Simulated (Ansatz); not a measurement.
Cost and result up the ladder for Si3O6 (9 atoms). Total charge 0; singlet. Geometry: PBE0-D4/def2-SVP.

```csv
atom,x (Å),y (Å),z (Å)
Si1,-0.644,-1.586,0.398
Si2,-1.094,1.348,-0.277
Si3,1.737,0.238,-0.122
O4,-1.484,-0.204,0.103
O5,-2.035,2.509,-0.515
O6,0.934,-1.152,0.236
O7,3.233,0.444,-0.226
O8,-1.198,-2.952,0.742
O9,0.550,1.355,-0.340
```

Ansatz on 4 threads of Intel Xeon 6975P-C on a shared host. Times are rough, and most runs start from the orbitals of an earlier one. PBE0-D4/def2-TZVP serves as the yardstick here, not as an exact answer. Differences are given only for rows in sets of like size (and for xTB, whose basis is part of the method), since another set adds its own error. Binding counts from free atoms at the same level (Si triplet, O triplet; other spins of the atoms weren't run), without zero-point energy or a counterpoise term.

Correlated methods freeze 21 core orbitals. The rows differ in basis, and correlated rows in double-zeta sets carry the largest basis error. Another isomer (singlet) lies 1.04 eV lower at PBE0-D4/def2-TZVP; other spin states weren't run for this one.

Correlated methods converge slowly with the basis, most of all in double-zeta sets.

| level | functions | wall time |
| --- | --- | --- |
| PBE-D4/def2-TZVP (with forces) | 297 | 2.7 s |
| r2SCAN-D4/def2-TZVP | 297 | 3.5 s |
| PBE0-D4/def2-TZVP | 297 | 4.9 s |
| B97M-V/def2-TZVP | 297 | 6 s |
| PBE-QIDH/def2-TZVP | 297 | 7.5 s |
| CCSD(T)/def2-SVP | 138 | 9 s |

(1) Estimate what each level gives for the binding energy per atom (eV).

Results:

(1) 
```tsv
level	binding energy per atom (eV)	difference from PBE0-D4/def2-TZVP (eV)	remarks
PBE-D4/def2-TZVP (with forces)	5.35	0.27	–
r2SCAN-D4/def2-TZVP	5.22	0.14	–
PBE0-D4/def2-TZVP	5.08	0.00	–
B97M-V/def2-TZVP	5.20	0.12	–
PBE-QIDH/def2-TZVP	5.08	0.00	–
CCSD(T)/def2-SVP	4.55	–	large T1 (0.021)
```
